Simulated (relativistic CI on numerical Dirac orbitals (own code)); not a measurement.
**One change at a time: Tl⁷⁺**

Base calculation: Dirac-Coulomb-Breit CI, KLI orbitals optimised for each configuration, model QED, unscaled Slater integrals.

Configuration list (outside the closed core [Kr] 4d10 4f14): 5s2 5p6 5d6, 5s2 5p6 5d5 6s, 5s2 5p6 5d5 5f, 5s2 5p6 5d5 6p, 5s2 5p5 5d7, 5s2 5p6 5d4 6s 6p, 5s2 5p6 5d5 5g, 5s2 5p6 5d4 5f 6s, 5s2 5p6 5d5 6d, 5s2 5p6 5d5 7s, 5s2 5p6 5d5 7p, 5s 5p6 5d7, 5s2 5p6 5d5 6f, 5s2 5p6 5d5 7d, 5s2 5p6 5d5 8s, 5s2 5p6 5d5 8p, 5s2 5p5 5d6 6s, 5s2 5p6 5d5 7f, 5s 5p6 5d6 5f, 5s2 5p5 5d6 7s, 5s 5p6 5d6 6s, 5p6 5d7 5f, 5s2 5p6 5d4 6s2, 5s2 5p6 5d3 5f 6s2, 5s2 5p6 5d3 6s2 6p, 5s2 5p6 5d3 5g 6s2, 5s2 5p6 5d3 6s2 6d, 5p6 5d8, 5p5 5d9, 5s 5p6 5d5 6s2, 5s 5p6 5d4 5f 6s2, 5s 5p6 5d4 6s2 6p, 5s 5p6 5d4 5g 6s2, 5s 5p6 5d4 6s2 6d. Double excitations out of closed p, d and f shells are left out; levels of such configurations are missing from the list, as are those of other unlisted configurations, and high levels can miss mixing partners. These lack a partner that the ground configuration has and come out too high: 5s2 5p5 5d6 6s, 5s2 5p5 5d6 7s.

The lowest level and the first level of each name with at least 55 % of one term (blank where a level has no safe partner in the second run):

```
              Level  Base (cm⁻¹)  Shift (cm⁻¹)
   5s2 5p6 5d6 5D_4          0.0           0.0
   5s2 5p6 5d6 5D_3      13276.9         +11.5
   5s2 5p6 5d6 5D_0      17230.4        +318.7
   5s2 5p6 5d6 5D_1      17970.5        +218.2
   5s2 5p6 5d6 3H_6      32137.8        -375.8
   5s2 5p6 5d6 1S_0      46812.1        +951.1
   5s2 5p6 5d6 3D_1      48533.6       +1226.3
   5s2 5p6 5d6 3D_2      50115.0       +1040.8
   5s2 5p6 5d6 3D_3      54035.5        +998.3
   5s2 5p6 5d6 3P_0      56129.1       +1657.1
   5s2 5p6 5d6 1I_6      58876.4        -432.2
   5s2 5p6 5d6 3P_1      64478.2       +1427.6
   5s2 5p6 5d6 1G_4      68621.5        +774.7
   5s2 5p6 5d6 3F_4      81989.8        +563.0
   5s2 5p6 5d6 3P_2      94821.2       +1541.4
5s2 5p6 5d5 6s 7S_3     178852.5        -968.5
5s2 5p6 5d5 6s 5G_4     218085.3        -448.7
5s2 5p6 5d5 6s 5G_6     220075.6        -617.0
5s2 5p6 5d5 6s 5G_3     221191.2              
5s2 5p6 5d5 6s 5G_5     221265.4        -568.8
5s2 5p6 5d5 6s 5D_0     231376.8        +103.3
5s2 5p6 5d5 6s 3I_6     242747.4        -626.9
```

At this charge configurations can still be misplaced by up to about 7 % of their energy. Terms inside the open d or f shell come out 10 to 20 % too wide with unscaled integrals. Levels and lines within the n = 5 or 6 shells can be off by up to 10 % or somewhat more, and those that change n by about 2 %, since core polarisation is missing.

Question: One thing was changed in a second run, which moved the levels as shown. Which?
A. valence Slater integrals scaled by 0.9
B. Breit term removed
C. configuration mixing switched off
D. QED terms removed
E. non-relativistic limit

Answer: C. Configuration mixing switched off. Without mixing, levels that were pushed by configurations of the same parity and J return to their single-configuration places.

LS names give the leading component of a level, which can be under half, so a name can repeat, a term be missing and a line seem to break the LS rules.
